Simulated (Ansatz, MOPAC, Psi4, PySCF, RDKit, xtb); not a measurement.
Pair of molecules: C2H4 (SMILES C=C) (first 6 atoms) with CH3NO (SMILES NC=O); geometry from B3LYP-D3(BJ)/def2-TZVP, rigid monomers moved along the line of their centres of mass till C1···H10 is 3.53 Å.
(charge 0, multiplicity 1):
```json
[
 {"atom": "C", "x (Å)": "0.4519", "y (Å)": "0.4774", "z (Å)": "0.7391"},
 {"atom": "C", "x (Å)": "-0.4232", "y (Å)": "-0.5141", "z (Å)": "0.6331"},
 {"atom": "H", "x (Å)": "1.2096", "y (Å)": "0.4683", "z (Å)": "1.5133"},
 {"atom": "H", "x (Å)": "0.4487", "y (Å)": "1.3184", "z (Å)": "0.0556"},
 {"atom": "H", "x (Å)": "-1.1806", "y (Å)": "-0.5278", "z (Å)": "-0.1418"},
 {"atom": "H", "x (Å)": "-0.3974", "y (Å)": "-1.3525", "z (Å)": "1.3186"},
 {"atom": "N", "x (Å)": "-0.9977", "y (Å)": "0.4195", "z (Å)": "4.9553"},
 {"atom": "C", "x (Å)": "-0.1092", "y (Å)": "-0.4257", "z (Å)": "5.5270"},
 {"atom": "O", "x (Å)": "0.7114", "y (Å)": "-1.0847", "z (Å)": "4.9248"},
 {"atom": "H", "x (Å)": "-1.0021", "y (Å)": "0.5300", "z (Å)": "3.9511"},
 {"atom": "H", "x (Å)": "-1.6524", "y (Å)": "0.9353", "z (Å)": "5.5156"},
 {"atom": "H", "x (Å)": "-0.2033", "y (Å)": "-0.4610", "z (Å)": "6.6280"}
]
```

```
level                              interaction energy (kJ/mol)  cost
---------------------------------  ---------------------------  ----
MMFF94                                                    -4.8     -
UFF                                                       -2.9     -
GFN-FF                                                    -6.5     -
AM1                                                       -0.9     -
PM3                                                       -1.4     -
PM6                                                       -2.3     -
PM7                                                       -5.4     -
GFN1-xTB                                                  -3.1     -
GFN2-xTB                                                  -4.8     -
HF/STO-3G (no counterpoise)                               -1.5     -
HF/3-21G (no counterpoise)                                -6.6     -
HF/6-31G*                                                 -4.6     -
HF/6-31G* (no counterpoise)                               -6.8     -
HF/aug-cc-pVDZ                                            -4.9     -
PBE/def2-TZVPPD                                           -5.6    ×1
PBE-D3(BJ)/def2-TZVPPD                                    -7.9    ×1
PBE-D4/def2-TZVPPD                                        -7.8    ×1
BP86/6-31G* (no counterpoise)                             -5.3     -
r2SCAN/def2-TZVPPD                                        -5.9    ×1
r2SCAN-D3(BJ)/def2-TZVPPD                                 -7.3    ×1
r2SCAN-D4/def2-TZVPPD                                     -7.2    ×1
B3LYP/3-21G (no counterpoise)                             -6.3     -
B3LYP/6-31G*                                              -4.1     -
B3LYP/6-31G* (no counterpoise)                            -6.6     -
B3LYP/6-311+G** (no counterpoise)                         -4.4     -
B3LYP/def2-TZVPPD                                         -3.9    ×1
B3LYP-D3(BJ)/def2-TZVPPD                                  -7.0    ×1
B3LYP-D4/def2-TZVPPD                                      -6.8    ×1
PBE0/def2-TZVPPD                                          -5.6    ×1
PBE0-D3(BJ)/def2-TZVPPD                                   -7.9    ×1
PBE0-D4/def2-TZVPPD                                       -7.7    ×1
M06-2X/6-31G* (no counterpoise)                           -8.1     -
wB97X-V/def2-TZVPPD                                       -7.3    ×3
wB97M-V/def2-TZVPPD                                       -7.0    ×4
MP2/6-31G* (no counterpoise)                              -7.9     -
MP2/aug-cc-pVDZ                                           -6.8     -
SCS-MP2/aug-cc-pVDZ                                       -6.0     -
CCSD/aug-cc-pVDZ                                          -6.2     -
CCSD(T)/aug-cc-pVDZ                                       -6.6   ×20
SAPT0/jun-cc-pV(D+d)Z                                     -6.7     -
```

The rows run from -8.1 (M06-2X/6-31G* (no counterpoise)) to -0.9 kJ/mol (AM1). In aug-cc-pVDZ the value moves HF -4.9, MP2 -6.8, CCSD -6.2, CCSD(T) -6.6, a shift of -1.7 from HF to CCSD(T). The dispersion term adds -2.3 in PBE-D3(BJ), -2.1 in PBE-D4, -1.4 in r2SCAN-D3(BJ). The 6 functionals in def2-TZVPPD without D3 or D4 span 3.3, from wB97X-V to B3LYP.

Interaction energies are E(AB) − E(A) − E(B) at the monomers' geometry in the complex; basis-set methods are counterpoise corrected. Rows marked so take none. RDKit's UFF carries no charges.

Correlated levels freeze the cores. Rows in 3-21G, 6-311+G**, 6-31G*, STO-3G carry no dispersion term and start afresh at each structure (6-31G* with six Cartesian d functions). MP2/6-31G* freezes PySCF's default core. The state that AM1, PM3, PM6, PM7 reach isn't checked; PM7 holds dispersion and hydrogen-bond terms.

Programs: Ansatz (Gaussian basis) for Hartree–Fock, density functionals and correlated methods; MOPAC for AM1, PM3, PM6, PM7 (differences of heats of formation); Psi4 for SAPT; PySCF for 3-21G rows, 6-311+G** rows, 6-31G* rows, STO-3G rows, the dispersion terms; RDKit for the force fields; xtb for the GFN methods. 

Costs are rough ratios of core time to PBE/def2-TZVPPD (about 14 s over the structures, on one shared machine); a dash marks a level with no comparable run of its own.

Ansatz is a program for electronic structure.
